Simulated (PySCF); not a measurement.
Al(Cl)2(NH3) (AlCl₂H₃N), SMILES [Cl][Al+]([Cl])<-[NH3] (connectivity only; charge and spin as stated), charge +1, multiplicity 1. Atoms are numbered in the order given.

```xyz
7

Al    -0.0010    -0.0627    -0.0167
Cl     1.3085     0.9859    -1.1710
Cl    -1.3187     0.2871     1.4964
N      0.0181    -1.9678    -0.4997
H     -0.5184    -2.1605    -1.3582
H     -0.3894    -2.5696     0.2296
H      0.9670    -2.3213    -0.6876
```
Charge +1, spin multiplicity 1.

The structure is a stationary point at ωB97X-D3(BJ)/def2-SVP. The multiplicity is an assumed one; other spin states were not compared. The isomer is the one that the SMILES or the coordinates give; other isomers of the formula were not compared.

Calculation: ωB97X-D3(BJ)/def2-SVP (PySCF 2.14.0).

Frequencies are harmonic and unscaled.

Computed harmonic wavenumbers and intensities:
| mode | ν (cm⁻¹) | IR (km/mol) | moving atoms (share of kinetic energy) |
|---|---|---|---|
| 1 | 5 | 0.2 | H 99 % |
| 2 | 145 | 35.2 | Cl 55 %, Al 24 %, N 16 % |
| 3 | 148 | 5.5 | N 38 %, Cl 32 %, H 22 % |
| 4 | 170 | 18.6 | Al 72 %, Cl 16 %, H 8 % |
| 5 | 432 | 6.5 | Cl 69 %, N 25 % |
| 6 | 595 | 66.3 | Al 50 %, N 30 %, Cl 12 % |
| 7 | 693 | 20.2 | H 37 %, Al 32 %, Cl 22 %, N 8 % |
| 8 | 728 | 56.5 | H 83 %, N 14 % |
| 9 | 802 | 245.7 | H 44 %, Al 37 %, N 9 %, Cl 9 % |
| 10 | 1373 | 202.6 | H 83 %, N 17 % |
| 11 | 1615 | 40.1 | H 95 % |
| 12 | 1617 | 35.0 | H 96 % |
| 13 | 3431 | 97.7 | H 97 % |
| 14 | 3519 | 139.3 | H 92 %, N 8 % |
| 15 | 3531 | 136.1 | H 92 %, N 8 % |
